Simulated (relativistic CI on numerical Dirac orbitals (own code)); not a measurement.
## What each ingredient does to the levels of Ta LVI

Base calculation: Dirac-Coulomb-Breit CI, KLI orbitals optimised for each configuration, model QED, unscaled Slater integrals.

Configuration list (outside the closed core [Ne]): 3s2 3p6, 3s2 3p5 3d, 3s 3p6 3d, 3s2 3p5 4s, 3s2 3p5 4p, 3s2 3p5 4d, 3s 3p6 4s, 3p6 3d 4p, 3p6 3d2, 3p5 3d3, 3p5 3d2 4s, 3p5 3d2 4p, 3p5 3d2 4d, 3p6 3d 4s, 3p5 3d 4s2, 3p5 3d 4s 4p, 3p5 3d 4s 4d. Double excitations out of closed p, d and f shells are left out; levels of such configurations are missing from the list, as are those of other unlisted configurations, and high levels can miss mixing partners.

Variants: (1) one mean potential for all configurations. Shifts of the energy above 3s2 3p6 1S_0, in eV, for the lowest level and the first level of each name with at least 55 % of one term (blank where a level changes its place among those of its configuration and J or its character, or is not in the variant):

| Level | Base | Δ(1) |
| --- | --- | --- |
| 3s2 3p6 1S_0 | 0.00 | 0.00 |
| 3s2 3p5 3d 3P°_0 | 232.91 | -0.14 |
| 3s2 3p5 3d 3P°_1 | 244.02 | -0.14 |
| 3s2 3p5 3d 3F°_3 | 248.34 | -0.14 |
| 3s2 3p5 3d 3F°_4 | 314.54 | -0.14 |
| 3s2 3p5 3d 3D°_3 | 331.24 | -0.14 |
| 3s2 3p5 3d 3F°_2 | 567.41 | -0.14 |
| 3s 3p6 3d 3D_1 | 783.23 | +0.06 |
| 3s 3p6 3d 3D_2 | 789.77 | +0.06 |
| 3s 3p6 3d 3D_3 | 856.54 | +0.04 |
| 3s 3p6 3d 1D_2 | 870.43 | +0.04 |
| 3p6 3d2 3F_2 | 1582.69 | +0.12 |
| 3p6 3d2 3P_0 | 1606.87 | +0.18 |
| 3p6 3d2 3F_3 | 1652.11 | +0.06 |

At this charge energies of transitions that change n are usually good to better than 1 %, and those within a shell (Δn = 0) to a few per cent.

Ionisation energy from the two ground configurations alone: base 5536.44 eV. The NIST ASD value (theoretical) is 5537 eV.

LS names give the leading component of a level, which can be under half, so a name can repeat, a term be missing and a line seem to break the LS rules.
